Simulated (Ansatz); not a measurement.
A structure relaxed at PBE0-D4/def2-TZVP, charge 0, multiplicity 1:

```xyz
8

B     0.893   -0.584   -0.379
N    -0.211   -0.625    0.493
C    -0.514    0.708    0.020
O     0.622    0.703   -0.854
H     1.781   -1.315   -0.676
H    -0.691   -1.187    1.166
H    -0.433    1.499    0.773
H    -1.448    0.802   -0.542
```

Q: Give its formula and SMILES.

A: CH4BNO, `B1NCO1`.

Q: Point group (tolerance 0.08 Å, 0.16 Å for H)?

A: Cs.

Q: Summarise the bond lengths by kind.

A: 1 × B–N 1.407 Å; 1 × B–O 1.398 Å; 1 × B–H 1.188 Å; 1 × C–N 1.446 Å; 1 × H–N 1.000 Å; 1 × C–O 1.433 Å; 2 × C–H 1.095 Å.

Program: Ansatz 0.2.0.
